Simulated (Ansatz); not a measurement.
Input and output for H$_{3}$MoNOS$_{2}$, SMILES `[NH2][Mo]([OH])(=[S])=[S]`.

```yaml
crystal:
  periodic: [false, false, false]
  atoms:
    - {symbol: N, position_ang: [-0.904353, 0.904823, 0.205587]}
    - {symbol: Mo, position_ang: [0.391306, -0.207588, -0.260705]}
    - {symbol: O, position_ang: [1.152891, -1.264863, 0.947397]}
    - {symbol: S, position_ang: [-0.372338, -1.262486, -1.794805]}
    - {symbol: S, position_ang: [1.763830, 0.974529, -1.058524]}
    - {symbol: H, position_ang: [-0.631554, 1.965763, 0.666464]}
    - {symbol: H, position_ang: [-1.917102, 0.813530, 0.316780]}
    - {symbol: H, position_ang: [0.739982, -2.113488, 1.175124]}
basis:
  gaussian: {orbitals: x2c-TZVPPall}
hamiltonian: {xc: {name: wB97}}
output: {forces: true}
```

```sh
$ ansatz run in.yaml --threads 4 --pin off --events-out ev --progress --plain --max-ram 10444MiB
```

It prints (some lines left out):

```
Functional definition: wB97
1598 factors; their error is unknown
407 factors; integrals over basis functions are off by at most 3.8e-5 eV
mean field evaluation 1: about -135488.8557 eV, gradient 6.3e1 eV
mean field evaluation 2: about -135486.4067 eV, gradient 7.8e1 eV
mean field evaluation 4: about -135495.4348 eV, gradient 6.2e0 eV
mean field evaluation 8: about -135495.5134 eV, gradient 2.7e-1 eV
mean field evaluation 16: about -135495.4873 eV, gradient 4.3e-3 eV
mean field -135495.48731636 eV, -4979.3673167361 hartree, gradient 7.7e-5 eV, S^2 0.000000; 0 other end points of the search recorded, 0 dependent functions left out
reference -135495.48730042 eV, -4979.3673161504 hartree; 46, 46 occupied and 221, 221 virtual orbitals, 1598 factors
Total energy: -135495.48730042 eV, -4979.3673161504 hartree
Relativity: scalar
Atom 0 at    -0.904353     0.904823     0.205587 Å, force    -3.736828     7.694100     4.423639 eV/Å
Atom 1 at     0.391306    -0.207588    -0.260705 Å, force     0.628856    -1.446829    -1.748293 eV/Å
Atom 2 at     1.152891    -1.264863     0.947397 Å, force     1.023149    -2.936635     3.250027 eV/Å
Atom 3 at    -0.372338    -1.262486    -1.794805 Å, force    -1.478033    -2.156104    -2.260013 eV/Å
Atom 4 at     1.763830     0.974529    -1.058524 Å, force     3.588452     2.799564    -1.533147 eV/Å
Atom 5 at    -0.631554     1.965763     0.666464 Å, force    -1.037261    -4.197368    -1.873791 eV/Å
Atom 6 at    -1.917102     0.813530     0.316780 Å, force     0.581685    -0.158431    -0.262686 eV/Å
Atom 7 at     0.739982    -2.113488     1.175124 Å, force     0.429979     0.401704     0.004266 eV/Å
Dipole moment:    -0.554361     0.105651     0.634191 e Å
```

It took 15 s on 4 threads of an Arm Neoverse V1 on a shared host, with 0.74 GiB of host memory at the peak.
